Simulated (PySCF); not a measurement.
Isomers of C5H5Cl2NSi, one GFN2-xTB conformer each. Single-point energies are computed at PBE0/pcSseg-1 (PySCF, gas phase, no added dispersion term), electronic only.

```csv
SMILES,GFN2-xTB relative energy (kcal/mol)
N#CCC=C=C[SiH](Cl)Cl,0.0
N#CC1=C(CCl)[C@H]1[SiH2]Cl,37.9
```

Conformers: `[N:1]#[C:2][CH2:3][CH:4]=[C:5]=[CH:6][SiH:7]([Cl:8])[Cl:9]` with C2–C3–C4–C5 -1°, C5–C6–Si7–Cl8 25°; `[N:1]#[C:2][C:3]1=[C:4]([CH2:5][Cl:6])[C@H:7]1[SiH2:8][Cl:9]` with C3–C4–C5–Cl6 2°, C4–C7–Si8–Cl9 -17°.

Problem. What does PBE0/pcSseg-1 give for the same structures?

Solution. 
```tsv
SMILES	PBE0/pcSseg-1 E (Eh)	PBE0/pcSseg-1 (kcal/mol)	GFN2-xTB (kcal/mol)	point group
N#CCC=C=C[SiH](Cl)Cl	-1457.41651	0.0	0.0	C1
N#CC1=C(CCl)[C@H]1[SiH2]Cl	-1457.32800	55.5	37.9	C1
```

Both levels put the same isomer lowest. As drawn, the lower has cumulated double bonds, which the higher lacks; the higher has a three-membered ring, which the lower lacks.

Problem. Which frontier levels, dipoles and rotational constants go with these structures?

Solution. 
| SMILES | HOMO (eV, PBE0/pcSseg-1) | LUMO (eV) | dipole (D) | A, B, C (MHz) |
| --- | --- | --- | --- | --- |
| N#CCC=C=C[SiH](Cl)Cl | -7.98 | -1.08 | 3.45 | 1749, 483.1, 447.1 |
| N#CC1=C(CCl)[C@H]1[SiH2]Cl | -7.71 | -2.08 | 4.74 | 1072, 675.8, 470.3 |
